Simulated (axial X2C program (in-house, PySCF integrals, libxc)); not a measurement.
## Worked dissociation energy of ZrAs: B3LYP, without spin–orbit coupling

Calculated with an axial X2C code built on PySCF integrals. Spin-free means the one-electron spin-free X2C Hamiltonian. Basis: Zr dyall-v3z [11s12p9d4f2g], As dyall-v3z [9s9p6d1f] (cores contracted in-house); Gaussian nuclei, density fitting, unrestricted open shells. Masses: Zr 89.905 u, As 74.922 u.

Molecular state: M_S = 1/2, Λ = 2 (beyond evenly filled blocks: δ+α).

- E(Zr) (2M_S = 2, M_L = 0): -3598.332725 hartree
- E(As) (2M_S = 3, M_L = 0): -2260.832247 hartree
- E(ZrAs) at Re: -5859.272433 hartree
- ωe: 345.7 cm⁻¹
- ωexe: 1.41 cm⁻¹

Q: Work out De and D0.

A: De = -3598.332725 + (-2260.832247) − (-5859.272433) = 0.10746 hartree = 2.924 eV. The zero-point energy is ωe/2 − ωexe/4 = 173 cm⁻¹ = 0.021 eV, so D0 = 2.903 eV.

The state is one determinant whose occupation by symmetry is held fixed; it was picked as the lowest of a PBE0 search that is not exhaustive. De is counted from the lowest determinant-based energies of the atoms at the same level, without counterpoise correction. Without a current term, density functionals place determinants with orbital angular momentum somewhat too high. The determinant is spin-polarised beyond a pure state at some levels (its spin-free form has ⟨S²⟩ too high), which makes Re and μ there less reliable. Under one Hamiltonian the search converged a single determinant, so lower ones may well exist.

Each atomic determinant is the lowest at this level and need not be a pure term. Totals compare only within one Hamiltonian and basis.
